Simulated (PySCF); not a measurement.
This PySCF input asks for the NMR shieldings of `B([C@H]1[C@@H](B(F)F)C1)(F)F`, C$_{3}$H$_{4}$B$_{2}$F$_{4}$; the geometry comes from GFN2-xTB.

```python
import basis_set_exchange as bse
import numpy as np
from pyscf import gto, dft
from pyscf.prop import nmr

atoms = """
F     1.984590   -1.005989    0.819598
B     1.674828    0.261444    0.661744
F     2.467834    1.095128    1.308231
C     0.510805    0.770888   -0.235042
C    -0.139913   -0.109207   -1.261579
C    -0.933706    0.254938   -0.040352
B    -1.283097   -0.792970    1.053619
F    -2.271187   -0.595722    1.906191
F    -0.671829   -1.947451    1.198056
H     0.547182    1.828104   -0.473157
H    -0.428416    0.333887   -2.202042
H     0.215037   -1.125861   -1.334399
H    -1.676517    1.033297   -0.175780
"""
names = dict.fromkeys(["F", "B", "C", "H"], "pcSseg-1")
basis = {el: gto.basis.parse(bse.get_basis(n, elements=[el], fmt="nwchem")) for el, n in names.items()}
mol = gto.M(atom=atoms, basis=basis, charge=0, verbose=0)
mf = dft.RKS(mol, xc="PBE0")
mf.grids.level = 2
mf.grids.alignment = dft.numint.BLKSIZE   # the property module wants whole blocks of grid points
mf.conv_tol = 1e-9
mf.kernel()

calc = nmr.RKS(mf)   # GIAO
C = mf.mo_coeff
Co = C[:, mf.mo_occ > 0]
resp = mf.gen_response(singlet=True, hermi=2)
def vind(x):   # induced exchange potential for any number of trial vectors
    d = np.einsum("pi,xij,qj->xpq", C, 2 * x.reshape(-1, C.shape[1], Co.shape[1]), Co, optimize=True)
    return np.einsum("xpq,pi,qj->xij", resp(d - d.transpose(0, 2, 1)), C, Co, optimize=True).ravel()
mo1, _ = nmr.rhf.solve_mo1(calc, with_cphf=vind)
sigma = calc.kernel(mo1)
for i, s in enumerate(sigma):   # ppm
    print("%2d %-2s %9.2f" % (i, mol.atom_pure_symbol(i), np.trace(s) / 3))
```

Question: Give the expected output.

Answer: 
```
 0 F     252.14
 1 B      72.44
 2 F     235.98
 3 C     183.10
 4 C     173.97
 5 C     183.16
 6 B      72.35
 7 F     235.24
 8 F     252.82
 9 H      31.16
10 H      30.53
11 H      30.61
12 H      31.16
```

These numbers come from an equivalent density-fitted implementation of the same equations, which agrees with the script to about 0.01 ppm for H and up to a few tenths of a ppm for heavy atoms, so last digits may differ.

Size and cost of the density-fitted run: 173 basis functions, 59 s wall time on 1 thread of an Intel Xeon, shared host; peak memory 0.77 GiB.
